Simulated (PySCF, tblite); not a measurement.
C8H14OSi.
Structure used (GFN2-xTB), in Å, numbered top down from 1:
```xyz
24
C8H14OSi angstrom
C      3.214    0.992   -1.648
O      2.174    0.608   -0.785
C      1.627   -0.619   -1.035
C      0.686   -1.153   -0.268
C      0.097   -0.480    0.943
C      0.022   -1.451    2.120
C     -1.244    0.066    0.564
C     -2.487   -0.290    0.919
Si    -3.325    1.013   -0.150
C     -1.428    1.214   -0.401
H      3.514    1.993   -1.342
H      4.073    0.316   -1.566
H      2.880    1.019   -2.691
H      2.011   -1.139   -1.907
H      0.279   -2.116   -0.532
H      0.745    0.366    1.201
H      1.018   -1.797    2.386
H     -0.586   -2.315    1.860
H     -0.421   -0.960    2.984
H     -2.778   -1.075    1.597
H     -4.004    2.127    0.512
H     -4.086    0.559   -1.314
H     -0.968    2.137   -0.050
H     -1.025    1.005   -1.390
```

Jobs on this species (24 atoms, 84 electrons) with PySCF (density fitting) and tblite. Hardware of each: an Arm Neoverse N1 with one thread, shared host. Times come from a shared host and carry two figures at best.

| level and settings | work | basis functions | SCF cycles | wall time |
| --- | --- | --- | --- | --- |
| GFN2-xTB | Hessian by finite differences | – | – | ? |
| GFN2-xTB | L-BFGS relaxation | – | – | 3.7 s |
| PBE0/pcSseg-1 | shieldings, ring-centre shieldings, charges and field gradients, density and orbital grids written | 247 | 14 | 2.3 min |

Question: Fill in the missing figures.

Answer: 
- GFN2-xTB; Hessian by finite differences: 2.3 s

Question: What do all jobs in the table cost together?

Answer: About 2.4 min; the longest takes about 96 % of that, and about 60 times as long as the shortest.
